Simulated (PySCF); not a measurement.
Harmonic spectrum computed at PBE0 in the def2-SVP basis family (core potentials from Rb on, PySCF, no spin–orbit coupling):

```
ω (cm⁻¹)  IR (km/mol)
     102          9.9
     275         29.3
    1291          121
```

Question: Which molecule gave it? In each, all ligands are bound to the one heavy central atom.
A. BrOsN (triplet)
B. BrPdN (triplet)
C. BrReN (quartet)
D. BrMoN (triplet)
E. BrRuN (singlet)

Answer: E. It has Cs symmetry with Ru–Br 2.423 Å, Ru–N 1.542 Å.
